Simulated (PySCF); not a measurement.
C3H7BO2, SMILES O=CB(C)OC.

Geometry optimised at PBE0-D3(BJ)/def2-SVP. The structure was generated by enumeration, and PubChem lists no compound with its InChIKey, so it may never have been made. One conformer was computed; it need not be the lowest.

Computed with PBE0-D3(BJ)/def2-SVP in PySCF 2.14.0.

No scaling factor is applied to the harmonic values.

| mode | ν (cm⁻¹) | IR (km/mol) | moving atoms (share of kinetic energy) |
|---|---|---|---|
| 1 | 26 | 0.3 | H 91 % |
| 2 | 74 | 4.7 | H 43 %, O 27 %, C 26 % |
| 3 | 103 | 0.1 | H 80 %, O 11 % |
| 4 | 180 | 7.2 | O 39 %, C 31 %, H 18 %, B 12 % |
| 5 | 211 | 7.9 | O 39 %, H 32 %, C 25 % |
| 6 | 229 | 2.3 | C 57 %, H 34 %, O 8 % |
| 7 | 406 | 3.7 | O 46 %, C 40 %, H 13 % |
| 8 | 417 | 4.9 | B 45 %, H 42 %, O 14 % |
| 9 | 522 | 16.0 | O 46 %, H 23 %, C 19 %, B 12 % |
| 10 | 724 | 7.2 | C 68 %, H 23 %, O 8 % |
| 11 | 768 | 11.2 | H 67 %, C 23 %, B 9 % |
| 12 | 851 | 18.3 | H 58 %, C 30 %, O 12 % |
| 13 | 984 | 12.0 | H 44 %, C 31 %, B 22 % |
| 14 | 1086 | 9.4 | C 40 %, O 29 %, B 19 %, H 12 % |
| 15 | 1173 | 19.0 | H 46 %, B 40 %, C 11 % |
| 16 | 1173 | 0.5 | H 75 %, C 19 % |
| 17 | 1198 | 14.1 | H 61 %, C 18 %, B 15 % |
| 18 | 1313 | 134.5 | H 55 %, C 25 %, B 13 % |
| 19 | 1379 | 38.3 | H 66 %, C 16 %, O 11 % |
| 20 | 1418 | 49.8 | H 87 % |
| 21 | 1433 | 149.8 | H 61 %, B 18 %, C 13 % |
| 22 | 1443 | 4.0 | H 96 % |
| 23 | 1465 | 3.9 | H 96 % |
| 24 | 1479 | 12.9 | H 97 % |
| 25 | 1514 | 152.0 | H 46 %, B 31 %, O 20 % |
| 26 | 1833 | 74.7 | C 60 %, O 39 % |
| 27 | 2850 | 164.4 | H 92 % |
| 28 | 3045 | 26.6 | H 97 % |
| 29 | 3046 | 11.8 | H 97 % |
| 30 | 3125 | 6.2 | H 91 %, C 9 % |
| 31 | 3136 | 17.9 | H 90 %, C 10 % |
| 32 | 3170 | 17.4 | H 90 %, C 10 % |
| 33 | 3175 | 2.4 | H 91 %, C 9 % |
